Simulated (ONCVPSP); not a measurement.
# W (Z = 74): one change to an ONCV potential, before and after

- Element: W
- Generator: ONCVPSP 4.0.1
- Type: optimised norm-conserving Vanderbilt (ONCV)
- Functional: PBE
- Relativity: scalar-relativistic
- Frozen core: [Xe] 4f14
- Valence charge: 6
- Reference configuration: 5d4 6s1 6p1
- Partial waves: 6s: rc 2.80 bohr, ncon 4, nbas 9, qcut 2.6 1/bohr, 2 projectors, debl 3.5 Ha; 6p: rc 2.65 bohr, ncon 5, nbas 9, qcut 3 1/bohr, 1 projector; 5d: rc 1.75 bohr, ncon 5, nbas 9, qcut 5.1 1/bohr, 2 projectors, debl 1.7 Ha
- Local potential: polynomial inside 1.70 bohr (lpopt 5, dvloc0 2 Ha)
- Core correction: Teter function, fcfact 4, rcfact 1.35

Change: d: qcut 3.2.

Cutoffs: the cutoffs (Ha) at which the residual kinetic energy of the hardest occupied pseudo-wave falls to 1 and 0.1 mHa per electron; they do not see the model core or the augmentation charge, which bear on the density cutoff. Errors are all-electron minus pseudo energies relative to the spin-unpolarised reference configuration.

Problem. Predict the effect on cutoff, ghosts and configuration errors.

Solution. The potential gets harder (14 Ha and 37 Ha → 73 Ha and 92 Ha); the errors of the 4 common tests hardly move; neither file shows a bound ghost.

| quantity | base | changed |
| --- | --- | --- |
| cutoff, loose | 14 Ha | 73 Ha |
| cutoff, tight | 37 Ha | 92 Ha |
| loose cutoff by channel | s 3.1 Ha, p 12 Ha, d 14 Ha | s 3.1 Ha, p 12 Ha, d 73 Ha |
| bound ghosts | none | none |
| GHOST(+) flags under 300 eV | p at 3.8 eV, s at 45.8 eV | p at 3.8 eV, s at 45.8 eV |
| error for 5d4 6s2 6p0, meV [ΔE -4.50 eV] | -2.3 | -2.2 |
| error for 5d4 6s1 6p0, meV [ΔE 4.39 eV] | -6.3 | -6.3 |
| error for 5d4 6s0 6p0, meV [ΔE 20.07 eV] | -42 | -41 |
| error for 5d5 6s0 6p0, meV [ΔE 5.20 eV] | -83 | -81 |
| s: phases at 2.85 bohr within 0.05 rad from the reference energy up to (Ha; the scan ends near 5) | 1.1 | 1.1 |
| p: phases at 2.70 bohr within 0.05 rad from the reference energy up to (Ha; the scan ends near 5) | 0.0 | 0.0 |
| d: phases at 1.77 bohr within 0.05 rad from the reference energy up to (Ha; the scan ends near 5) | to the end of the scan | 4.5 |
| rms error of d²Exc/dni dnj with the model core, mHa | 1.78 | 1.83 |

Base: The cutoffs count occupied waves only; projector 2 of the s channel, the hardest unoccupied one, needs 38 Ha at the loose tolerance.
